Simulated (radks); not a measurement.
Values are calculated unless marked as measured or tabulated.
Dipole-allowed excitations along the series with 30 electrons in [Ar] 3d10 4s2. Level of theory: scalar-relativistic Kohn-Sham, exchange-only LDA, spin-unpolarised, spherical densities, finite nucleus; Fermi nuclear charge, rms radius of each element as measured or else 0.836 A^(1/3) + 0.57 fm (a radial shooting solver on a logarithmic mesh with Libxc functionals). Time-dependent linear response with the Hartree and adiabatic exchange-only LDA kernel, continuum included through the Sternheimer equations, no spin-orbit coupling, so fine structure and intercombination lines are absent. Lines are the poles of the dipole polarisability below minus the highest occupied eigenvalue, found on a grid refined at the orbital gaps; the lowest seven at most are given, and weak or close lines can be missed. The first line takes the name of the lowest orbital gap if no other gap lies below it; otherwise a line is named after a gap within 0.6 % of it, if that gap stands alone.

species  -e(HOMO) (eV)  lowest orbital gap (eV)  first line (eV)     f  static alpha (bohr^3)
Te22+           697.43             4s-4p 57.867   67.695 (4s-4p)  1.21                 0.2131
I23+            750.73             4s-4p 61.071   71.252 (4s-4p)  1.20                 0.1909
Xe24+           805.96             4s-4p 64.393   74.931 (4s-4p)  1.19                 0.1715
Cs25+           863.12             4s-4p 67.840   78.734 (4s-4p)  1.19                 0.1544
